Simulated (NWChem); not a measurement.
CH₃CdClS; SMILES [Cd]([Cl])[S]C

```xyz
7

Cd     0.1380    -0.2889     0.0000
Cl    -0.2209    -2.5520     0.0000
S      0.5331     2.0155     0.0000
C     -1.1549     2.7178     0.0000
H     -1.7234     2.4424    -0.8988
H     -1.0242     3.8094     0.0000
H     -1.7234     2.4424     0.8988
```
Atoms are numbered in this order, from 1.

Computed with NWChem. Structure relaxed at the PBE0/def2-SVP level. def2 effective core potentials on Cd; no spin-orbit coupling. B3LYP is NWChem's, with the RPA form of VWN correlation. Vertical excitations in the gas phase; the lowest state need not have the same character in each row.

| level | lowest excitation, singlet (eV) | oscillator strength of that lowest state | orbital gap (eV) |
|---|---|---|---|
| PBE/def2-SVP, TDA | 3.45 | 0.007 | 3.27 |
| B3LYP/def2-SVP, TDA | … | 0.008 | … |
| PBE0/def2-SVP, TDA | 3.94 | 0.009 | 5.29 |

Problem. Complete the blanks.

Solution. 
- B3LYP/def2-SVP, TDA, lowest excitation, singlet (eV): 3.73
- B3LYP/def2-SVP, TDA, orbital gap (eV): 4.77
